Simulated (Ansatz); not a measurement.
The first iterations of a band of a periodic cell of 17 atoms, CuSi16 (host Si, host structure diamond, interstitial Cu), cell charge +1.

The calculation used DFT PBEsol, scalar-relativistic, plane waves, PAW in Ansatz 0.2.0. Settings: PAW set soft_1, cutoff 420 eV, k mesh 2x2x2, gaussian smearing 0.02 eV, no spin polarisation.

| Quantity | Value |
| --- | --- |
| movable images | 5 |
| climbing image | yes |
| spring | 5.0 eV/Å² |
| optimiser | lbfgs |
| start path | IDPP |
| force threshold | 0.05 eV/Å |
| iteration limit | 40 |
| end points | relaxed |

Image 0:

```xyz
17
Lattice="0.0000 5.4300 5.4300 5.4300 0.0000 5.4300 5.4300 5.4300 0.0000" Properties=species:S:1:pos:R:3
Si 0.066 0.041 -0.067
Si 1.368 1.313 1.403
Si 2.784 2.713 0.003
Si 4.124 4.145 1.305
Si 2.561 -0.150 2.865
Si 4.023 1.310 4.061
Si 5.424 2.711 2.644
Si 6.645 3.927 4.212
Si 0.068 2.784 2.676
Si 1.418 4.136 4.011
Si 2.770 5.488 2.660
Si 4.127 6.841 4.001
Si 2.752 2.783 5.362
Si 4.024 4.082 6.835
Si 5.428 5.495 5.431
Si 6.857 6.839 6.732
Cu 3.907 6.613 6.951
```

Image 6:

```xyz
17
Lattice="0.0000 5.4300 5.4300 5.4300 0.0000 5.4300 5.4300 5.4300 0.0000" Properties=species:S:1:pos:R:3
Si -0.136 0.140 0.150
Si 1.433 1.366 1.363
Si 2.765 2.666 -0.075
Si 4.066 4.002 1.360
Si 2.771 -0.070 2.665
Si 4.074 1.355 4.011
Si 5.498 2.659 2.663
Si 6.840 4.017 4.012
Si 0.012 2.764 2.760
Si 1.208 4.223 4.223
Si 2.665 5.421 2.758
Si 4.136 6.724 4.028
Si 2.669 2.760 5.426
Si 4.141 4.037 6.719
Si 5.486 5.370 5.361
Si 6.820 6.717 6.717
Cu 2.560 8.309 8.328
```

| iteration | highest image above the first end (eV) | largest band force component (eV/Å) |
| --- | --- | --- |
| 1 | 0.544 | 1.093 |
| 2 | 0.407 | 0.727 |
| 3 | 0.233 | 0.302 |
| 4 | 0.221 | 0.271 |
| 5 | 0.122 | 0.415 |
| 6 | 0.112 | 0.308 |
| 7 | 0.086 | 0.149 |
| 8 | 0.068 | 0.214 |
| 9 | 0.064 | 0.146 |
| 10 | 0.050 | 0.131 |
| 11 | 0.048 | 0.250 |
| 12 | 0.047 | 0.202 |

**Question.** Does the band converge within its limit, and where does its top end?

**Answer.** It converged. It ended after 37 iterations with the highest image 0.021 eV above the first end. Beside the main top the profile has a ripple of under 15 meV (maxima at images 2, 5), which may be a very shallow well or noise. A structure lower than the first end lies on the path between it and the top, so the climb from that side starts below the end, which may itself be a saddle point or a shallow side well. By the program's own check the climbing image is of a kind that is not told: the force calls were inconclusive, a negative curvature could not be distinguished from the path's own, the only one lies far off the path, or fixed occupations may fill a level only in part (lowest curvatures found: -0.32 and -0.06 eV/Å²). Limits of this set-up: coarse k mesh, PAW files made for another functional, a small cell, in which the defect meets its images, charged cell in a uniform background, uncorrected.

Run time: 28 min on 1 thread of Arm Neoverse V1 (shared host), peak memory 0.92 GiB.
